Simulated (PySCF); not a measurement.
A structure optimised at PBE-D3(BJ)/def2-SVP, used in a PySCF frequency run:

```
W
O 1 1.7115
F 1 1.8702 2 109.30
S 1 2.1456 2 106.38 3 117.34
Cl 1 2.2751 2 108.07 3 -126.87
```

### Question
Write its SMILES and formula.

### Answer
[O]=[W]([F])(=[S])[Cl], ClFOSW

### Question
What are its rotational constants (standard atomic weights)?

### Answer
2.3718, 1.7241, 1.3886 GHz
